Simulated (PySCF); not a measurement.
All values below come from PBE0-D3(BJ)/def2-TZVP // PBE0-D3(BJ)/def2-SVP (PySCF). Isolated molecules, 0 K electronic values unless said otherwise. One relaxed conformer stands for a flexible species; it need not be the lowest. Excitations are Tamm–Dancoff values on a coarser integration grid. The basis has no diffuse functions, so Rydberg states are missing or too high.

Reference species (SMILES): `c1cc(/C=C\C(F)(F)F)ccc1` (C–C–C–C torsion 152°) (neutral, multiplicity 1).

| Quantity | Value |
|---|---|
| brightest of the four lowest singlets (TDA) | 5.20 eV |
| LUMO | -1.62 eV |

Changed species: `C=Cc1ccc(C(F)(F)F)cc1` (C–C–C–C torsion 179°).

### Question
What does the change do to the brightest of the four lowest singlets (TDA) and LUMO?

### Answer
the brightest of the four lowest singlets (TDA) stays essentially unchanged; the LUMO falls by 0.05 eV, to -1.67 eV.
